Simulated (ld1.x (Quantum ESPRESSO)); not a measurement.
Configuration tests for molybdenum (Mo) (TM)

Mo (Z = 42), norm-conserving Troullier–Martins (Kleinman–Bylander form), made with ld1.x (Quantum ESPRESSO) 7.5 (PBEsol, non-relativistic). Core [Kr], reference 4d6 5s0 5p0. Waves: 5s (bound, empty): rc 3.50 bohr; 5p (bound, empty): rc 2.90 bohr; 4d (bound): rc 2.30 bohr. Local part: all-electron potential smoothed inside 3.40 bohr (lloc = -1). Core correction: a·sin(br)/r model core inside 1.45 bohr.

Energies are relative to the spin-unpolarised reference configuration 4d6 5s0 5p0; without spin polarisation the order of configurations can differ from experiment. The frozen-core shift is the all-electron ΔE with the core orbitals held at their reference shape minus the fully relaxed ΔE.

```json
{"valence configuration": "4d5 5s0 5p0", "charge": "+1", "ΔE all-electron (eV)": "6.207", "error AE − PS (meV)": "-40", "frozen-core shift (meV)": "+19"}
{"valence configuration": "4d4 5s0 5p0", "charge": "+2", "ΔE all-electron (eV)": "21.880", "error AE − PS (meV)": "-313", "frozen-core shift (meV)": "+200"}
{"valence configuration": "4d2 5s0 5p0", "charge": "+4", "ΔE all-electron (eV)": "88.911", "error AE − PS (meV)": "-2373", "frozen-core shift (meV)": "+2214"}
{"valence configuration": "4d4 5s2 5p0", "charge": "0", "ΔE all-electron (eV)": "0.481", "error AE − PS (meV)": "-195", "frozen-core shift (meV)": "+147"}
{"valence configuration": "4d4 5s1 5p1", "charge": "0", "ΔE all-electron (eV)": "3.772", "error AE − PS (meV)": "-225", "frozen-core shift (meV)": "+158"}
{"valence configuration": "4d5 5s0.5 5p0", "charge": "+0.5", "ΔE all-electron (eV)": "2.258", "error AE − PS (meV)": "-36", "frozen-core shift (meV)": "+20"}
```

(1) What are ΔE and the potential's error for 4d5 5s1 5p0?

Levels in the configuration 4d4 5s2 5p0:

```tsv
level	all-electron (eV)	pseudo (eV)
4d	-6.141	-6.289
5s	-4.684	-4.643
```

Answers

(1) ΔE = -0.313 eV all-electron; the error (AE − PS) is -45 meV.

These tests converged, but a pseudo level misses the all-electron one widely, so the file describes the atom poorly there or has found another state: 4d2 5s0 5p0: empty 5s by 4.1 eV (a node warning on the way).
